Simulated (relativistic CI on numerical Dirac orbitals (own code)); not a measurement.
One change at a time: Ni16+

Base calculation: Dirac-Coulomb-Breit CI, orbitals from a KLI potential per configuration, a model potential for QED, unscaled Slater integrals.

Configurations in the expansion (outside the closed core [Ne]): 3s2, 3s 3p, 3p2, 3s 3d, 3d2, 3p 3d, 3p 4s, 3s 4s, 3d 4s, 3s 4p, 3s 4d, 3s 4f, 3s 5s, 3s 5p, 3s 5d, 4s2, 3s 5f, 3s 5g, 3s 6s, 3s 6p, 3s 6d. Levels of other configurations are missing.

Variants: (1) Breit term removed; (2) only the first 3 configurations. Shifts of the energy above 3s2 1S_0, in cm⁻¹, for the lowest level and the first level of each name with at least 55 % of one term (blank where a level changes its place among those of its configuration and J or its character, or is not in the variant):

| Level | Base | Δ(1) | Δ(2) |
| --- | --- | --- | --- |
| 3s2 1S_0 | 0 | 0 | 0 |
| 3s 3p 3P°_0 | 263136 | -801 | +1782 |
| 3s 3p 3P°_1 | 271394 | -549 | +1965 |
| 3s 3p 3P°_2 | 292304 | +47 | +1845 |
| 3s 3p 1P°_1 | 406119 | -118 | +20026 |
| 3p2 3P_0 | 629726 | -1308 | +3204 |
| 3p2 1D_2 | 639037 | -421 |  |
| 3p2 3P_1 | 645323 | -787 | +2537 |
| 3p2 3P_2 | 670575 | +73 |  |
| 3p2 1S_0 | 760519 | -274 | +20245 |
| 3s 3d 3D_1 | 774595 | +599 |  |
| 3s 3d 3D_2 | 776215 | +831 |  |
| 3s 3d 3D_3 | 778759 | +1131 |  |
| 3s 3d 1D_2 | 876823 | +659 |  |

At this charge energies of transitions that change n are usually good to better than 1 %, and those within a shell (Δn = 0) to a few per cent.

Ionisation energy from the two ground configurations alone: base 566.778 eV; Breit term removed 566.945 eV. The NIST ASD value (semi-empirical) is 571.07 eV.

LS names give the leading component of a level, which can be under half, so a name can repeat, a term be missing and a line seem to break the LS rules.
